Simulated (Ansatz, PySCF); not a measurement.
F4Zr, SMILES [F][Zr-]([F])([F])[F] (connectivity only; charge and spin as stated), charge -1, multiplicity 2. Atoms are numbered in the order given.

```xyz
5

Zr     0.0000     0.0000     0.0000
F      1.3443    -1.3443     0.6002
F      1.3443     1.3443    -0.6002
F     -1.3443     1.3443     0.6002
F     -1.3443    -1.3443    -0.6002
```
Charge -1, spin multiplicity 2.

Coordinates come from a B3LYP-D3(BJ)/def2-SVPD optimisation. The spin state was assumed, not searched. The def2 effective core potentials stand for the cores of Zr; spin–orbit coupling is left out.

Two levels are set side by side: PBE-D3(BJ)/def2-SVPD (Ansatz, an electronic-structure program) and B3LYP-D3(BJ)/def2-SVPD (Ansatz). Each level has its own optimised geometry; the coordinates shown are those of the second. Frequencies come from the Hessian of PySCF at each geometry. Differences are taken from unrounded values.

```
quantity                            B3LYP-D3(BJ)  PBE-D3(BJ)  PBE-D3(BJ) minus B3LYP-D3(BJ)
----------------------------------  ------------  ----------  -----------------------------
mean bond length (Å)                       1.994       1.992                         -0.002
bond Zr1–F2 (Å)                            1.994       1.992                         -0.002
bond Zr1–F3 (Å)                            1.994       1.992                         -0.002
bond Zr1–F4 (Å)                            1.994       1.992                         -0.002
bond Zr1–F5 (Å)                            1.994       1.992                         -0.002
highest harmonic wavenumber (cm⁻¹)           560         553                             -7
mean harmonic wavenumber (cm⁻¹)              324         317                             -6
zero-point energy (kcal/mol)                4.16        4.08                          -0.08
```

Here PBE gives about what the other level gives.
